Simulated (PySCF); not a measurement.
CBr₂F₂, SMILES C(F)(Br)(F)Br.

Coordinates come from a PBE-D3(BJ)/def2-SVP optimisation.

Method: PBE-D3(BJ)/def2-SVP (PySCF).

Frequencies are harmonic and unscaled.

Computed harmonic wavenumbers and intensities:
```csv
mode,ν (cm⁻¹),IR (km/mol),moving atoms (share of kinetic energy)
1,158,0.1,"Br 82 %, F 15 %"
2,268,0.0,"F 90 %, Br 10 %"
3,312,2.4,"F 59 %, Br 39 %"
4,324,1.2,"F 53 %, Br 40 %"
5,357,0.1,"F 73 %, C 20 %"
6,616,11.2,"F 78 %, C 20 %"
7,767,391.0,C 91 %
8,1091,302.6,"C 64 %, F 36 %"
9,1176,194.5,"C 71 %, F 29 %"
```
